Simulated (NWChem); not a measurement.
System: MIBK (C6H12O); SMILES CC(=O)CC(C)C

Input file for NWChem:

```
start job
memory heap 200 mb stack 900 mb global 1100 mb
geometry units angstroms noautoz
  C     -0.762827     2.450174     0.382164
  C      0.126605     1.209859     0.241009
  C      1.218118     1.420090    -0.816150
  C     -0.713227    -0.035905    -0.066520
  C      0.020015    -1.364766     0.098545
  C     -0.671902    -2.587528    -0.480232
  O      1.096408    -1.446271     0.670355
  H     -1.527354     2.319879     1.175888
  H     -0.161992     3.347079     0.636269
  H     -1.299197     2.668325    -0.566384
  H      0.632321     1.017342     1.212425
  H      0.771521     1.590786    -1.819663
  H      1.841755     2.304800    -0.574725
  H      1.889426     0.541607    -0.877169
  H     -1.155847     0.015581    -1.087774
  H     -1.593505    -0.089982     0.616821
  H     -0.177188    -3.507983    -0.120541
  H     -0.604840    -2.551891    -1.588762
  H     -1.751991    -2.603603    -0.228294
end
basis spherical
  * library def2-svp
end
dft
  xc m06-2x
  grid coarse
  iterations 150
  mulliken
end
task dft gradient
```

NWChem printed, in part:

```
             Northwest Computational Chemistry Package (NWChem) 7.3.0
             --------------------------------------------------------

 C1  symmetry detected

                             Geometry "geometry" -> ""
                             -------------------------

 Output coordinates in angstroms (scale by  1.889725989 to convert to a.u.)

  No.       Tag          Charge          X              Y              Z
 ---- ---------------- ---------- -------------- -------------- --------------
    1 C                    6.0000    -0.81927351     2.44668079     0.34771381
    2 C                    6.0000     0.08703941     1.21369521     0.25974359
    3 C                    6.0000     1.21924213     1.42134878    -0.75424845
    4 C                    6.0000    -0.72742960    -0.04432331    -0.06560153
    5 C                    6.0000     0.01102723    -1.36349025     0.14710000
    6 C                    6.0000    -0.64467209    -2.60049747    -0.44345093
    7 O                    8.0000     1.06360426    -1.42678590     0.76379027
    8 H                    1.0000    -1.61466334     2.31887218     1.11092812
    9 H                    1.0000    -0.23804643     3.35278961     0.61445807
   10 H                    1.0000    -1.31805257     2.64721987    -0.62492665
   11 H                    1.0000     0.55400230     1.03877080     1.25362871
   12 H                    1.0000     0.81287971     1.57463985    -1.77747656
   13 H                    1.0000     1.82389112     2.31533163    -0.49907168
   14 H                    1.0000     1.90085960     0.54897409    -0.77593146
   15 H                    1.0000    -1.12794675    -0.01041385    -1.10481237
   16 H                    1.0000    -1.63463357    -0.09850838     0.58155651
   17 H                    1.0000    -0.15647181    -3.51122266    -0.05153628
   18 H                    1.0000    -0.53220826    -2.57841149    -1.54865234
   19 H                    1.0000    -1.73404549    -2.62423701    -0.23602520

 Effective nuclear repulsion energy (a.u.)     310.5978999272

                                 NWChem DFT Module
                                 -----------------

 Summary of "ao basis" -> "ao basis" (spherical)
 ------------------------------------------------------------------------------
       Tag                 Description            Shells   Functions and Types
 ---------------- ------------------------------  ------  ---------------------
 C                          def2-svp                 6       14   3s2p1d
 O                          def2-svp                 6       14   3s2p1d
 H                          def2-svp                 3        5   2s1p

            General Information
            -------------------
          SCF calculation type: DFT
          Wavefunction type:  closed shell.
          No. of atoms     :    19
          No. of electrons :    56
           Alpha electrons :    28
            Beta electrons :    28
          Charge           :     0
          Spin multiplicity:     1
          Use of symmetry is: off; symmetry adaption is: off
          Maximum number of iterations: 150
          AO basis - number of functions:   158
                     number of shells:    78
          Convergence on energy requested:  1.00D-06
          Convergence on density requested:  1.00D-05
          Convergence on gradient requested:  5.00D-04

              XC Information
              --------------
                       M06-2X Method XC Functional
                     Hartree-Fock (Exact) Exchange  0.540
                        M06-2X Exchange Functional  1.000
                      M06-2X Correlation Potential  1.000

             Grid Information
             ----------------
          Grid used for XC integration:  coarse
          Radial quadrature: Mura-Knowles
          Angular quadrature: Lebedev.
          Tag              B.-S. Rad. Rad. Pts. Rad. Cut. Ang. Pts.
          ---              ---------- --------- --------- ---------
          C                   0.70       35          13.0       302
          O                   0.60       35          12.0       302
          H                   0.35       35          14.0       302
          Grid pruning is: on
          Number of quadrature shells:   665
          Spatial weights used:  Erf1

      Superposition of Atomic Density Guess
      -------------------------------------

 Sum of atomic energies:        -306.43136514

      Non-variational initial energy
      ------------------------------

 Total energy =    -310.998842
 1-e energy   =   -1027.959877
 2-e energy   =     406.363135
 HOMO         =      -0.322112
 LUMO         =      -0.010688

     ---------------------------------------------
      Total Density - Mulliken Population Analysis
     ---------------------------------------------

    Atom       Charge   Shell Charges
 -----------   ------   -------------------------------------------------------
    1 C    6     6.22   1.99  0.97  0.19  2.04  1.02  0.02
    2 C    6     6.25   1.99  0.96  0.26  1.93  1.06  0.05
    3 C    6     6.24   1.99  0.96  0.19  2.04  1.03  0.02
    4 C    6     6.18   1.99  0.98  0.15  2.01  1.02  0.03
    5 C    6     5.42   1.99  0.94  0.24  1.51  0.65  0.09
    6 C    6     6.24   1.99  0.97  0.16  2.06  1.05  0.02
    7 O    8     8.73   1.99  1.13  0.68  3.07  1.85  0.01
    8 H    1     0.90   0.67  0.20  0.02
    9 H    1     0.90   0.67  0.21  0.02
   10 H    1     0.90   0.67  0.21  0.02
   11 H    1     0.91   0.69  0.20  0.02
   12 H    1     0.90   0.67  0.21  0.02
   13 H    1     0.90   0.67  0.20  0.02
   14 H    1     0.90   0.67  0.20  0.02
   15 H    1     0.89   0.66  0.21  0.02
   16 H    1     0.87   0.65  0.20  0.02
   17 H    1     0.90   0.66  0.21  0.02
   18 H    1     0.86   0.64  0.20  0.03
   19 H    1     0.88   0.65  0.20  0.02

   convergence    iter        energy       DeltaE   RMS-Dens  Diis-err
 ---------------- ----- ----------------- --------- --------- ---------
 d= 0,ls=0.0,diis     1   -310.5759582804 -6.21D+02  1.35D-02  9.32D-01
 d= 0,ls=0.0,diis     2   -310.4955609856  8.04D-02  8.51D-03  2.20D+00
 d= 0,ls=0.0,diis     3   -310.7040483107 -2.08D-01  7.21D-04  1.39D-02
 d= 0,ls=0.0,diis     4   -310.7056883079 -1.64D-03  3.69D-04  2.49D-03
 d= 0,ls=0.0,diis     5   -310.7053088896  3.79D-04  1.91D-04  1.73D-04
  Resetting Diis
 d= 0,ls=0.0,diis     6   -310.7053400145 -3.11D-05  8.38D-05  2.01D-05
 d= 0,ls=0.0,diis     7   -310.7053430341 -3.02D-06  1.47D-05  2.04D-06
 d= 0,ls=0.0,diis     8   -310.7053430743 -4.03D-08  6.59D-06  1.89D-06

         Total DFT energy =     -310.705343074317
      One electron energy =    -1034.699077468679
           Coulomb energy =      458.727061798745
    Exchange-Corr. energy =      -45.331227331571
 Nuclear repulsion energy =      310.597899927189

 Numeric. integr. density =       55.999961818592

                       DFT Final Molecular Orbital Analysis
                       ------------------------------------

 Vector   26  Occ=2.000000D+00  E=-3.870744D-01
              MO Center=  8.5D-02,  1.0D+00,  3.2D-02, r^2= 3.7D+00
   Bfn.  Coefficient  Atom+Function         Bfn.  Coefficient  Atom+Function
  ----- ------------  ---------------      ----- ------------  ---------------
    32     -0.302676   3 C  px               18      0.290290   2 C  px
     4     -0.185407   1 C  px              139      0.185028  16 H  s
    99      0.182458   8 H  s                35     -0.159451   3 C  px
    46     -0.159953   4 C  px               90     -0.150886   7 O  pz
   129     -0.138005  14 H  s                20     -0.133315   2 C  pz

 Vector   27  Occ=2.000000D+00  E=-3.797559D-01
              MO Center=  6.2D-02,  1.3D+00,  4.1D-02, r^2= 3.1D+00
   Bfn.  Coefficient  Atom+Function         Bfn.  Coefficient  Atom+Function
  ----- ------------  ---------------      ----- ------------  ---------------
   114      0.329699  11 H  s                20      0.311703   2 C  pz
    34     -0.199011   3 C  pz              119      0.194304  12 H  s
   109      0.186564  10 H  s               115      0.176084  11 H  s
   134      0.157846  15 H  s                 6     -0.150400   1 C  pz
    23      0.134207   2 C  pz               18      0.132936   2 C  px

 Vector   28  Occ=2.000000D+00  E=-3.182192D-01
              MO Center=  4.2D-01, -1.2D+00,  3.9D-01, r^2= 2.6D+00
   Bfn.  Coefficient  Atom+Function         Bfn.  Coefficient  Atom+Function
  ----- ------------  ---------------      ----- ------------  ---------------
    89      0.520436   7 O  py               92      0.384908   7 O  py
    45     -0.315802   4 C  s                73      0.228183   6 C  s
    47      0.223599   4 C  py               50      0.193735   4 C  py
    61     -0.194635   5 C  py               75      0.187514   6 C  py
    49     -0.143182   4 C  px               46     -0.131193   4 C  px

 Vector   29  Occ=0.000000D+00  E= 2.972425D-02
              MO Center=  5.9D-02, -1.3D+00,  1.8D-01, r^2= 2.6D+00
   Bfn.  Coefficient  Atom+Function         Bfn.  Coefficient  Atom+Function
  ----- ------------  ---------------      ----- ------------  ---------------
    17      0.445459   2 C  s                65      0.447175   5 C  pz
    62      0.420185   5 C  pz               93     -0.378351   7 O  pz
   140     -0.344347  16 H  s                31     -0.332164   3 C  s
    90     -0.332445   7 O  pz              150      0.323961  18 H  s
    63     -0.290119   5 C  px              135      0.252665  15 H  s

 Vector   30  Occ=0.000000D+00  E= 8.167449D-02
              MO Center= -8.2D-01, -1.2D-02, -4.5D-01, r^2= 8.8D+00
   Bfn.  Coefficient  Atom+Function         Bfn.  Coefficient  Atom+Function
  ----- ------------  ---------------      ----- ------------  ---------------
    73      1.431114   6 C  s                45      1.338192   4 C  s
     3      0.899761   1 C  s               140     -0.843149  16 H  s
   135     -0.812075  15 H  s                31      0.760874   3 C  s
   150     -0.750212  18 H  s                59     -0.684652   5 C  s
   155     -0.620276  19 H  s               100     -0.468775   8 H  s

 Vector   31  Occ=0.000000D+00  E= 1.099877D-01
              MO Center= -6.4D-01,  2.2D-02, -2.2D-01, r^2= 1.3D+01
   Bfn.  Coefficient  Atom+Function         Bfn.  Coefficient  Atom+Function
  ----- ------------  ---------------      ----- ------------  ---------------
    73      1.725299   6 C  s                 3     -1.450815   1 C  s
   155     -0.958300  19 H  s               150     -0.832146  18 H  s
    17     -0.750770   2 C  s               105      0.754083   9 H  s
    31     -0.719189   3 C  s               110      0.665517  10 H  s
   145     -0.647013  17 H  s               100      0.640353   8 H  s

     ---------------------------------------------
      Total Density - Mulliken Population Analysis
     ---------------------------------------------

    Atom       Charge   Shell Charges
 -----------   ------   -------------------------------------------------------
    1 C    6     6.04   1.99  0.88  0.17  2.09  0.89  0.03
    2 C    6     6.18   1.99  0.89  0.26  2.09  0.91  0.04
    3 C    6     6.06   1.99  0.88  0.18  2.09  0.90  0.03
    4 C    6     6.06   1.99  0.90  0.15  2.10  0.89  0.03
    5 C    6     5.98   1.99  0.94  0.26  1.95  0.75  0.09
    6 C    6     6.06   1.99  0.89  0.14  2.11  0.90  0.02
    7 O    8     8.24   1.99  1.10  0.69  2.81  1.64  0.02
    8 H    1     0.96   0.74  0.20  0.02
    9 H    1     0.95   0.74  0.20  0.02
   10 H    1     0.97   0.74  0.21  0.02
   11 H    1     0.95   0.74  0.18  0.02
   12 H    1     0.97   0.74  0.21  0.02
   13 H    1     0.96   0.74  0.20  0.02
   14 H    1     0.94   0.73  0.19  0.02
   15 H    1     0.96   0.73  0.20  0.02
   16 H    1     0.94   0.73  0.19  0.02
   17 H    1     0.93   0.73  0.18  0.02
   18 H    1     0.93   0.73  0.18  0.02
   19 H    1     0.94   0.73  0.19  0.02

     -------------------------------------------
      Total Density - Lowdin Population Analysis
     -------------------------------------------

    Atom       Charge   Shell Charges
 -----------   ------   -------------------------------------------------------
    1 C    6     6.06   1.96  0.57  0.31  1.88  1.27  0.07
    2 C    6     6.05   1.96  0.58  0.29  1.93  1.18  0.10
    3 C    6     6.07   1.96  0.57  0.31  1.88  1.27  0.07
    4 C    6     6.07   1.96  0.59  0.30  1.92  1.22  0.08
    5 C    6     5.91   1.97  0.63  0.30  1.79  1.02  0.21
    6 C    6     6.09   1.96  0.58  0.31  1.90  1.28  0.06
    7 O    8     8.16   1.98  0.93  0.65  2.67  1.91  0.03
    8 H    1     0.97   0.64  0.27  0.06
    9 H    1     0.97   0.64  0.27  0.06
   10 H    1     0.98   0.64  0.28  0.06
   11 H    1     0.97   0.64  0.26  0.07
   12 H    1     0.98   0.64  0.28  0.06
   13 H    1     0.97   0.64  0.27  0.06
   14 H    1     0.97   0.63  0.27  0.06
   15 H    1     0.96   0.63  0.27  0.06
   16 H    1     0.95   0.63  0.26  0.06
   17 H    1     0.95   0.63  0.26  0.06
   18 H    1     0.95   0.62  0.26  0.06
   19 H    1     0.96   0.63  0.26  0.06

     Multipole analysis of the density
     ---------------------------------

     L   x y z        total         alpha         beta         nuclear
     -   - - -        -----         -----         ----         -------
     0   0 0 0     -0.000000    -28.000000    -28.000000     56.000000

     1   1 0 0     -0.890065     -0.445032     -0.445032      0.000000
     1   0 1 0      0.050214      0.025107      0.025107      0.000000
     1   0 0 1     -0.499808     -0.249904     -0.249904      0.000000

     2   2 0 0    -34.777358   -101.806592   -101.806592    168.835826
     2   1 1 0      2.778958     -3.541802     -3.541802      9.862562
     2   1 0 1     -1.225592      1.700857      1.700857     -4.627306
     2   0 2 0    -32.745286   -344.241039   -344.241039    655.736791
     2   0 1 1      1.941735     -3.011133     -3.011133      7.964002
     2   0 0 2    -33.854112    -56.469509    -56.469509     79.084907

[...]

                         DFT ENERGY GRADIENTS

    atom               coordinates                        gradient
                 x          y          z           x          y          z
   1 C      -1.548202   4.623556   0.657084    0.002241  -0.002808   0.000309
   2 C       0.164481   2.293551   0.490844   -0.002332   0.001857  -0.003986
   3 C       2.304034   2.685960  -1.425323   -0.002038  -0.000325   0.002303
   4 C      -1.374643  -0.083759  -0.123969    0.003735   0.000610   0.000453
   5 C       0.020838  -2.576623   0.277979   -0.018462   0.000413  -0.010305
   6 C      -1.218254  -4.914228  -0.838001    0.000492   0.002339   0.001675
   7 O       2.009921  -2.696234   1.443354    0.024146  -0.002140   0.014286
   8 H      -3.051271   4.382033   2.099350   -0.004247  -0.000106   0.003655
   9 H      -0.449843   6.335854   1.161157    0.002403   0.004876   0.001313
  10 H      -2.490758   5.002520  -1.180940   -0.002665   0.001566  -0.004304
  11 H       1.046913   1.962992   2.369015    0.002676  -0.001071   0.005283
  12 H       1.536120   2.975638  -3.358944   -0.001330   0.000783  -0.005040
  13 H       3.446654   4.375342  -0.943109    0.003231   0.004217   0.000780
  14 H       3.592104   1.037411  -1.466298    0.003503  -0.003820  -0.000419
  15 H      -2.131510  -0.019679  -2.087793   -0.002955   0.000350  -0.004471
  16 H      -3.089010  -0.186154   1.098982   -0.004816  -0.000290   0.002543
  17 H      -0.295689  -6.635249  -0.097389    0.002425  -0.005126   0.001614
  18 H      -1.005728  -4.872491  -2.926529   -0.000108  -0.000485  -0.005752
  19 H      -3.276871  -4.959089  -0.446023   -0.005899  -0.000839   0.000061
```

Level: M06-2X/def2-SVP. The geometry was optimised at PBE-D3(BJ)/def2-SVP. No frequency run checked for a minimum.
